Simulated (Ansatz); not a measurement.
System: sum formula VOBr₂ (charge 0, doublet). The spin state was set by rule; other spins were not relaxed. 
Coordinates optimised at B3LYP-D3(BJ)/def2-TZVP (Ansatz, a program for electronic structure):
SMILES: [Br][V](=[O])[Br]
```xyz
4

V     -0.4419    -0.4331    -0.0828
O     -1.5470    -1.5163    -0.2899
Br    -0.7640     1.6414    -1.0793
Br     1.4079    -1.0102     1.1999
```
Charge 0, spin multiplicity 2.

Parts of the frozen-core correlation energy in STO-3G (Ansatz, hartree). Frozen orbitals: 38; correlated occupied orbitals by spin: 13 and 12; virtual: 8 and 9. Open shells are spin-unrestricted. No spin-orbit coupling. No relativistic terms. The program attaches cautions to this run: large difference.

```csv
term,value
reference (HF),-6096.53492
MP2 opposite-spin,-0.10919
MP2 same-spin,-0.06210
CCSD correlation,-0.19723
(T),-0.01810
T1 diagnostic,0.060
largest doubles amplitude,0.111
<S^2> of the reference,1.197
```
